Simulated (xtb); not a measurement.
C3H9ClOSi, SMILES COC[Si@H](C)Cl. All values are semi-empirical tight-binding results from xtb (GFN2-xTB unless named), good for trends rather than for accurate numbers. The structure is a stationary point at GFN2-xTB. The structure was generated by enumeration; whether it is a known compound was not checked. The values are those of a single conformer.

Optimised geometry:

Bonds (Å): C1–O2 1.401, C1–H7 1.098, C1–H8 1.089, C1–H9 1.098, O2–C3 1.414, C3–Si4 1.913, C3–H10 1.100, C3–H11 1.099, Si4–C5 1.896, Si4–Cl6 2.016, Si4–H12 1.468, C5–H13 1.087, C5–H14 1.087, C5–H15 1.086. Bond angles (°): O2–C1–H7 111.2, O2–C1–H8 106.9, O2–C1–H9 111.1, H7–C1–H8 109.5, H7–C1–H9 108.5, H8–C1–H9 109.5, C1–O2–C3 113.4, O2–C3–Si4 106.2, O2–C3–H10 110.1, O2–C3–H11 110.1, Si4–C3–H10 111.9, Si4–C3–H11 111.9, H10–C3–H11 106.7, C3–Si4–C5 109.4, C3–Si4–Cl6 108.6, C3–Si4–H12 108.5, C5–Si4–Cl6 109.8, C5–Si4–H12 112.5, Cl6–Si4–H12 108.0, Si4–C5–H13 111.4, Si4–C5–H14 110.4, Si4–C5–H15 111.5, H13–C5–H14 107.9, H13–C5–H15 107.8, H14–C5–H15 107.7.

| Item | Value |
|---|---|
| orbital gap | 6.07 eV |
| dipole moment | 2.67 D |
| zero-point energy | 71.8 kcal/mol |
| G − E(el) at 298.15 K (modified RRHO) | 49.8 kcal/mol |
| static polarisability (D4 model) | 84.8 bohr³ |
| solvation energy, GFN2-xTB/ALPB(water) | -2.3 kcal/mol |
| solvation energy, GFN2-xTB/ALPB(thf) | -6.5 kcal/mol |

Computed atomic charges and the Wiberg bond orders between heavy atoms:
charges (e) C1 0.05, O2 -0.33, C3 -0.01, Si4 0.51, C5 -0.20, Cl6 -0.22, H7 0.02, H8 0.05, H9 0.02, H10 0.01, H11 0.00, H12 -0.06, H13 0.04, H14 0.06, H15 0.04. Bond orders C1–O2 1.00, O2–C3 1.00, C3–Si4 0.83, Si4–C5 0.93, Si4–Cl6 1.13.
